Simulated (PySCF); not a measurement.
**Field gradients at the hydrogen positions**

Species: CH10N2OSi2.
Cartesian coordinates in Å at the GFN2-xTB level; atoms count from 1:
```
atom  x, y, z in Å
C1    -3.0178    0.4762    0.0613
N2    -1.6368    0.3701   -0.3365
Si3   -0.4100   -0.1049    0.7702
N4     1.0234   -0.1604   -0.1931
Si5    2.6011   -0.5510    0.3916
O6     3.6757   -0.4171   -0.8220
H7    -3.2416    1.4177    0.5767
H8    -3.6691    0.3973   -0.8118
H9    -3.2460   -0.3411    0.7411
H10   -1.3978    1.0725   -1.0215
H11   -0.8326   -1.4073    1.2986
H12   -0.1161    0.8125    1.8789
H13    0.8613   -0.4044   -1.1581
H14    2.7892   -1.9432    0.7780
H15    2.8669    0.4007    1.4664
H16    3.7425    0.3913   -1.3227
```

Level: PBE0/pcSseg-1 (PySCF, non-relativistic); Q(2H) = 0.00286 b; rigid geometry, the same for H and D, with no vibrational averaging.

Question: Rank these positions by the coupling χzz of a deuteron there, largest first.
A. H14 (Si–H hydrogen)
B. H8 (methyl hydrogen)
C. H10 (N–H hydrogen)
D. H13 (N–H hydrogen)
E. H11 (Si–H hydrogen)
F. H9 (methyl hydrogen)

Answer: D (289 kHz), C (281 kHz), F (208 kHz), B (204 kHz), A (110 kHz), E (105 kHz).

Q: Tabulate Vzz, the asymmetry η and χzz = 234.96 MHz × Q × Vzz for every hydrogen position.

A: 
```json
{"atom": "H7", "bonded to": "C1", "bond length (Å)": "1.096", "Vzz (au)": "0.2940", "η": "0.05", "χzz (kHz)": "198"}
{"atom": "H8", "bonded to": "C1", "bond length (Å)": "1.092", "Vzz (au)": "0.3030", "η": "0.05", "χzz (kHz)": "204"}
{"atom": "H9", "bonded to": "C1", "bond length (Å)": "1.087", "Vzz (au)": "0.3093", "η": "0.07", "χzz (kHz)": "208"}
{"atom": "H10", "bonded to": "N2", "bond length (Å)": "1.010", "Vzz (au)": "0.4183", "η": "0.18", "χzz (kHz)": "281"}
{"atom": "H11", "bonded to": "Si3", "bond length (Å)": "1.468", "Vzz (au)": "0.1557", "η": "0.05", "χzz (kHz)": "105"}
{"atom": "H12", "bonded to": "Si3", "bond length (Å)": "1.469", "Vzz (au)": "0.1549", "η": "0.04", "χzz (kHz)": "104"}
{"atom": "H13", "bonded to": "N4", "bond length (Å)": "1.009", "Vzz (au)": "0.4304", "η": "0.13", "χzz (kHz)": "289"}
{"atom": "H14", "bonded to": "Si5", "bond length (Å)": "1.457", "Vzz (au)": "0.1630", "η": "0.01", "χzz (kHz)": "110"}
{"atom": "H15", "bonded to": "Si5", "bond length (Å)": "1.460", "Vzz (au)": "0.1605", "η": "0.03", "χzz (kHz)": "108"}
{"atom": "H16", "bonded to": "O6", "bond length (Å)": "0.953", "Vzz (au)": "0.5138", "η": "0.05", "χzz (kHz)": "345"}
```

Q: Average by the element that carries the hydrogen.

A: on C: 203 kHz over 3 positions, mean bond length 1.092 Å; on N: 285 kHz over 2 positions, mean bond length 1.009 Å; on Si: 107 kHz over 4 positions, mean bond length 1.463 Å; on O: 345 kHz over 1 position, mean bond length 0.953 Å.

The structure is a single GFN2-xTB conformer in the gas phase; no vibrational or solvent corrections. GFN2-xTB bond lengths can be off by several hundredths of an ångström, more for odd bonds, and the gradients follow them. With a basis this small, the couplings can be 20 % off.

These values come from a run that also computed NMR shieldings. The run took 38 s of wall time on one thread, Arm Neoverse N1 (aarch64), shared host with 64 logical CPUs at a one-minute load of 60, and the process peaked at 0.74 GiB of memory.
